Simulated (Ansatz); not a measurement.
Relaxation of F3GeH (5 atoms, charge 0, multiplicity 1), to a largest force component of 0.03 eV/Å in at most 50 steps.

All numbers below come from Ansatz 0.2.0, RKS PBE0/def2-SVP.

```xyz
5
Properties=species:S:1:pos:R:3:forces:R:3
Ge 0.135 0.000 0.213 -0.03 0.00 0.99
H 0.484 0.000 1.690 -1.31 0.00 0.48
F 1.804 0.000 -0.044 1.34 0.00 -1.47
F -0.615 1.358 -0.507 0.00 0.00 0.00
F -0.615 -1.358 -0.507 0.00 0.00 0.00
```

Where does it end, and by what steps?

The run converged. After 4 steps the energy has fallen by 0.469 eV; H2 moved furthest, 0.31 Å.

```
step  energy less start (eV)  largest force component (eV/Å)  accepted
   0                  0.0000                           1.467       yes
   1                 -0.3942                           0.508       yes
   2                 -0.4551                           0.383       yes
   3                 -0.4692                           0.115       yes
   4                 -0.4694                           0.016       yes
```

```xyz
5
Properties=species:S:1:pos:R:3
Ge 0.235 0.000 0.257
H 0.180 0.000 1.772
F 1.842 0.000 -0.337
F -0.532 1.372 -0.424
F -0.532 -1.372 -0.424
```

Whether the end is a true minimum wasn't checked by a vibrational analysis.

Run time: 8.7 s on 1 thread of Intel(R) Xeon(R) 6975P-C (Granite Rapids), with other jobs on the host, peak memory 0.18 GiB.
